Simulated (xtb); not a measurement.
C6H18Si2, charge +1, quartet, at the geometry of the source list (a state made from the parent by changing its charge; the spin is typed, not shown lowest); GFN1-xTB in xtb 6.7.1.

The xtb input:
```
$ xtb mol.xyz --gfn 1 --chrg 1 --uhf 3 --json

# file mol.xyz
26

C     -1.84850000    -0.74300000    -1.64770000
Si    -1.15770000    -0.18740000     0.04890000
C     -2.10160000     1.39700000     0.56170000
C     -1.59250000    -1.55100000     1.31990000
Si     1.15780000     0.18740000    -0.04890000
C      1.84850000     0.74300000     1.64770000
C      1.59250000     1.55100000    -1.31990000
C      2.10160000    -1.39700000    -0.56170000
H     -1.37780000    -1.66340000    -1.97980000
H     -1.66660000     0.00880000    -2.40990000
H     -2.92000000    -0.91890000    -1.61220000
H     -3.17450000     1.23330000     0.60970000
H     -1.78080000     1.74500000     1.53910000
H     -1.92600000     2.20330000    -0.14420000
H     -2.66250000    -1.73150000     1.37220000
H     -1.11520000    -2.49210000     1.06340000
H     -1.25870000    -1.27820000     2.31660000
H      2.92000000     0.91890000     1.61220000
H      1.37780000     1.66340000     1.97980000
H      1.66660000    -0.00880000     2.40990000
H      1.25870000     1.27820000    -2.31660000
H      1.11520000     2.49210000    -1.06340000
H      2.66250000     1.73150000    -1.37220000
H      1.78080000    -1.74500000    -1.53910000
H      1.92600000    -2.20330000     0.14420000
H      3.17450000    -1.23330000    -0.60970000
```

Question: What does xtb print? Leave out banner, timings and long lists.

Answer: 
```
   ID    Z sym.   atoms
    1    6 C      1, 3, 4, 6-8
    2   14 Si     2, 5
    3    1 H      9-26

           -------------------------------------------------
          |                Calculation Setup                |
           -------------------------------------------------

           -------------------------------------------------
          |                 G F N 1 - x T B                 |
           -------------------------------------------------

          ...................................................
          :                      SETUP                      :
          :.................................................:
          :  # basis functions                  80          :
          :  # atomic orbitals                  78          :
          :  # shells                           54          :
          :  # electrons                        49          :
          :  # halogen bonds                     0          :
          :  max. iterations                   250          :
          :  Hamiltonian                  GFN1-xTB          :
          :  restarted?                      false          :
          :  GBSA solvation                  false          :
          :  PC potential                    false          :
          :  electronic temp.          300.0000000     K    :
          :  accuracy                    1.0000000          :
          :  -> integral cutoff          0.2500000E+02      :
          :  -> integral neglect         0.1000000E-07      :
          :  -> SCF convergence          0.1000000E-05 Eh   :
          :  -> wf. convergence          0.2000000E-04 e    :
          :  Broyden damping             0.4000000          :
          :  net charge                          1          :
          :  unpaired electrons                  3          :
          ...................................................

 iter      E             dE          RMSdq      gap      omega  full diag
   1    -25.7740905 -0.257741E+02  0.769E+00    0.00       0.0  T
   2    -25.7817093 -0.761881E-02  0.467E+00    0.00       1.0  T
   3    -25.7819398 -0.230443E-03  0.299E-01    0.00       1.0  T
   4    -25.7644005  0.175393E-01  0.516E-01    0.00       1.0  T
   5    -25.7687494 -0.434894E-02  0.449E-01    0.00       1.0  T
   6    -25.7826991 -0.139497E-01  0.573E-02    0.00       1.0  T
   7    -25.7827933 -0.941792E-04  0.387E-02    0.00       1.0  T
   8    -25.7827527  0.405902E-04  0.354E-02    0.00       1.0  T
   9    -25.7828352 -0.825660E-04  0.555E-03    0.00       3.5  T
  10    -25.7828362 -0.920937E-06  0.304E-03    0.00       6.5  T
  11    -25.7828366 -0.425297E-06  0.133E-03    0.00      14.8  T
  12    -25.7828367 -0.111706E-06  0.321E-04    0.00      61.1  T
  13    -25.7828367 -0.466709E-08  0.188E-04    0.00     104.4  T
  14    -25.7828367 -0.543199E-09  0.160E-04    0.00     122.6  T

   *** convergence criteria satisfied after 14 iterations ***

         :::::::::::::::::::::::::::::::::::::::::::::::::::::
         ::                     SUMMARY                     ::
         :::::::::::::::::::::::::::::::::::::::::::::::::::::
         :: total energy             -25.415864089890 Eh    ::
         :: gradient norm              0.057634015500 Eh/a0 ::
         :: HOMO-LUMO gap              0.000134013167 eV    ::
         ::.................................................::
         :: SCC energy               -25.782836711535 Eh    ::
         :: -> electrostatic           0.067199192914 Eh    ::
         :: repulsion energy           0.379743784951 Eh    ::
         :: dispersion energy         -0.012771163307 Eh    ::
         :: halogen bond corr.         0.000000000000 Eh    ::
         :: add. restraining           0.000000000000 Eh    ::
         :: total charge               1.000000000027 e     ::
         :::::::::::::::::::::::::::::::::::::::::::::::::::::

           -------------------------------------------------
          |                Property Printout                |
           -------------------------------------------------

    * Orbital Energies and Occupations

         #    Occupation            Energy/Eh            Energy/eV
      -------------------------------------------------------------
         1        2.0000           -0.7956069             -21.6496
       ...           ...                  ...                  ...
        14        2.0000           -0.6594267             -17.9439
        15        2.0000           -0.6526030             -17.7582
        16        2.0000           -0.6526017             -17.7582
        17        2.0000           -0.6481691             -17.6376
        18        2.0000           -0.6481678             -17.6375
        19        2.0000           -0.6468062             -17.6005
        20        2.0000           -0.6444071             -17.5352
        21        1.9895           -0.5823715             -15.8471
        22        1.9894           -0.5823695             -15.8471
        23        1.5108           -0.5780979             -15.7308
        24        1.5103           -0.5780957             -15.7308
        25        1.0000           -0.5369161             -14.6102
        26        0.5006           -0.3631865              -9.8828 (HOMO)
        27        0.4994           -0.3631815              -9.8827 (LUMO)
        28                         -0.2869262              -7.8077
        29                         -0.2797992              -7.6137
        30                         -0.2687242              -7.3124
        31                         -0.2687190              -7.3122
        32                         -0.2617549              -7.1227
        33                         -0.2536536              -6.9023
        34                         -0.2536529              -6.9022
        35                         -0.2470349              -6.7222
        36                         -0.2470335              -6.7221
        37                         -0.2469626              -6.7202
       ...                                ...                  ...
        78                          1.3512732              36.7700
      -------------------------------------------------------------
                  HL-Gap            0.0000049 Eh            0.0001 eV
             Fermi-level           -0.4706204 Eh          -12.8062 eV

  Mulliken/CM5 charges         n(s)   n(p)   n(d)
     1C    -0.14551 -0.25829   1.030  3.116  0.000
     2Si    0.30514  0.14897   1.294  1.560  0.841
     3C    -0.14551 -0.25827   1.030  3.116  0.000
     4C    -0.14553 -0.25829   1.030  3.116  0.000
     5Si    0.30521  0.14902   1.294  1.560  0.841
     6C    -0.14545 -0.25823   1.030  3.116  0.000
     7C    -0.14548 -0.25824   1.030  3.116  0.000
     8C    -0.14546 -0.25823   1.030  3.116  0.000
     9H     0.06455  0.11964   0.935  0.000  0.000
    10H     0.06455  0.11963   0.935  0.000  0.000
    11H     0.08133  0.13600   0.919  0.000  0.000
    12H     0.08133  0.13600   0.919  0.000  0.000
    13H     0.06454  0.11961   0.935  0.000  0.000
    14H     0.06454  0.11962   0.935  0.000  0.000
    15H     0.08134  0.13601   0.919  0.000  0.000
    16H     0.06455  0.11962   0.935  0.000  0.000
    17H     0.06456  0.11963   0.935  0.000  0.000
    18H     0.08133  0.13600   0.919  0.000  0.000
    19H     0.06455  0.11964   0.935  0.000  0.000
    20H     0.06456  0.11963   0.935  0.000  0.000
    21H     0.06456  0.11964   0.935  0.000  0.000
    22H     0.06455  0.11963   0.935  0.000  0.000
    23H     0.08134  0.13602   0.919  0.000  0.000
    24H     0.06454  0.11961   0.935  0.000  0.000
    25H     0.06454  0.11962   0.935  0.000  0.000
    26H     0.08133  0.13601   0.919  0.000  0.000

Wiberg/Mayer (AO) data.
largest (>0.10) Wiberg bond orders for each atom

 ---------------------------------------------------------------------------
     #   Z sym  total        # sym  WBO       # sym  WBO       # sym  WBO
 ---------------------------------------------------------------------------
     1   6 C    3.812 --     9 H    0.935    10 H    0.935    11 H    0.930
                             2 Si   0.870
     2  14 Si   4.040 --     4 C    0.870     3 C    0.870     1 C    0.870
                             5 Si   0.825
     3   6 C    3.812 --    14 H    0.935    13 H    0.935    12 H    0.930
                             2 Si   0.870
     4   6 C    3.812 --    16 H    0.935    17 H    0.935    15 H    0.930
                             2 Si   0.870
     5  14 Si   4.040 --     7 C    0.870     8 C    0.870     6 C    0.870
                             2 Si   0.825
     6   6 C    3.812 --    19 H    0.935    20 H    0.935    18 H    0.930
                             5 Si   0.870
     7   6 C    3.812 --    22 H    0.935    21 H    0.935    23 H    0.930
                             5 Si   0.870
     8   6 C    3.812 --    25 H    0.935    24 H    0.935    26 H    0.930
                             5 Si   0.870
     9   1 H    0.998 --     1 C    0.935
    10   1 H    0.998 --     1 C    0.935
    11   1 H    0.985 --     1 C    0.930
    12   1 H    0.985 --     3 C    0.930
    13   1 H    0.998 --     3 C    0.935
    14   1 H    0.998 --     3 C    0.935
    15   1 H    0.985 --     4 C    0.930
    16   1 H    0.998 --     4 C    0.935
    17   1 H    0.998 --     4 C    0.935
    18   1 H    0.985 --     6 C    0.930
    19   1 H    0.998 --     6 C    0.935
    20   1 H    0.998 --     6 C    0.935
    21   1 H    0.998 --     7 C    0.935
    22   1 H    0.998 --     7 C    0.935
    23   1 H    0.985 --     7 C    0.930
    24   1 H    0.998 --     8 C    0.935
    25   1 H    0.998 --     8 C    0.935
    26   1 H    0.985 --     8 C    0.930
 ---------------------------------------------------------------------------

Topologies differ in total number of bonds
Writing topology from bond orders to xtbtopo.mol

 dipole moment from electron density (au)
     X       Y       Z
   0.0008   0.0001  -0.0000  total (Debye):    0.002

           -------------------------------------------------
          | TOTAL ENERGY              -25.415864089890 Eh   |
          | GRADIENT NORM               0.057634015500 Eh/α |
          | HOMO-LUMO GAP               0.000134013167 eV   |
           -------------------------------------------------

normal termination of xtb
```
